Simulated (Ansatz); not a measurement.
`CC1CB1F` + H₂O → `CC1CB1O` + H–F  (formal hydrolysis of a B–F bond)

Computed with Ansatz on PBE0-D4/def2-TZVP structures; ΔE is electronic, products minus reactants. CBS: MP2 limit from def2 TZ/QZ plus the TZ coupled-cluster correction, frozen cores. This one scheme is used for every species. DFT in def2-TZVPP. B3LYP here is the variant with VWN-RPA as its local correlation; programs differ in this. Each species was taken in one conformer, which may not be the lowest.

```
             level  ΔE (kcal/mol)  difference from CCSD(T)/CBS
            PBE-D4           -0.9                         -0.1
           PBE0-D4           -1.0                         -0.2
           ωB97X-V           -0.1                          0.7
           ωB97M-V           -0.3                          0.5
            B2PLYP           -0.2                          0.6
               PBE           -0.5                          0.3
              PBE0           -0.7                          0.1
             B3LYP            0.4                          1.2
     HF/def2-TZVPP            1.5                          2.3
    MP2/def2-TZVPP           -1.6                         -0.8
SCS-MP2/def2-TZVPP           -0.9                         -0.1
   CCSD/def2-TZVPP           -0.7                          0.1
CCSD(T)/def2-TZVPP           -1.0                         -0.2
    MP2/def2-QZVPP           -1.4                         -0.6
      HF/CBS(def2)            1.6                          2.4
    CCSD/CBS(def2)           -0.4                          0.4
       CCSD(T)/CBS           -0.8                            0
```

Largest T1 diagnostic among the species: 0.011.

In def2-TZVPP, CCSD(T) changes the Hartree–Fock value by −2.5 kcal/mol (the triples alone add −0.3 kcal/mol) and MP2 by −3.1 kcal/mol.
